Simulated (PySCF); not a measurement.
## Electron correlation in Sn (tin, neutral)

[Kr] 4d10 5s1 5p2 5d1, one real determinant (an excited configuration). Computed with PySCF 2.14 in aug-cc-pVTZ-PP with ECP28MDF (6s5p4d2f, 55 functions), with scalar relativity through the core potential. Frozen: 4s2 4p6 4d10; 4 electrons correlated.

```json
{"level": "CCSD", "correlation energy (mhartree)": "-24.31"}
{"level": "(T)", "correlation energy (mhartree)": "-2.14"}
{"level": "CCSD(T)", "correlation energy (mhartree)": "-26.45"}
```

Diagnostics: T1 = 0.028, D1 = 0.0758, largest double amplitude 0.310.

Question: Is a single reference adequate?

Answer: Not fully. The real determinant used has ⟨L²⟩ near 8 against 12 for a pure F term, so it mixes terms. The outer electron is Rydberg-like, and this basis confines it to a smaller radius and binds it less than a complete one would. A double-excitation amplitude exceeds 0.15, a sign of near-degeneracy.

The reference is one real determinant that mixes LS terms of this configuration.
